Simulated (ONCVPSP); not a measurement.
strontium (Sr), ONCV: configuration errors across variants

```
Element                 : Sr (Z = 38)
Generator               : ONCVPSP 4.0.1
Type                    : optimised norm-conserving Vanderbilt (ONCV)
Functional              : LDA (Perdew-Wang 92)
Relativity              : scalar-relativistic
Frozen core             : [Ar] 3d10
Valence charge          : 10
Reference configuration : 4s2 4p6 5s2
Partial waves           : 4s+5s: rc 2.45 bohr, ncon 3, nbas 6, qcut 6.5 1/bohr, 2 projectors; 4p: rc 1.90 bohr, ncon 5, nbas 9, qcut 5.8 1/bohr, 3 projectors, debl 1.6 Ha; d scattering state at 0.03 Ha: rc 2.60 bohr, ncon 3, nbas 6, qcut 3.2 1/bohr, 2 projectors, debl 2.5 Ha
Local potential         : polynomial inside 1.70 bohr (lpopt 5, dvloc0 0 Ha)
Core correction         : Teter function, fcfact 4.5, rcfact 1.1
```

In the d channel the program set the typed energies aside and used 0.050, 2.550 Ha.

All-electron excitation energies from the reference (eV): (1) 4s2 4p6 5s1 6.059; (2) 4s2 4p6 5s0 17.235; (3) 4s2 4p6 5s1.5 2.410; (4) 4s1 4p6 5s2 47.075.

Errors AE − PS in meV (a dash: test not solved or not reliable):

```
     change   (1)   (2)   (3)   (4)  bound ghosts  GHOST(+) flags above zero
       base  -0.7  -3.4  -0.2  -191          none                          d
p: qcut 3.8  -0.7  -3.3  -0.2  -184          none                          d
p: qcut 5.4  -0.7  -3.3  -0.2  -187          none                          d
  p: qcut 6  -0.7  -3.5  -0.2  -192          none                          d
p: qcut 6.8  -0.7  -3.6  -0.2  -199          none                          d
p: qcut 7.7  -0.7  -3.8  -0.2  -205          none                          d
p: qcut 8.6  -0.7  -3.9  -0.2  -211          none                          d
```

Q: Give the same row for: p: qcut 4.4.

A: -0.6, -3.2, -0.2, -183; bound ghosts: none; GHOST(+) flags above zero: d.
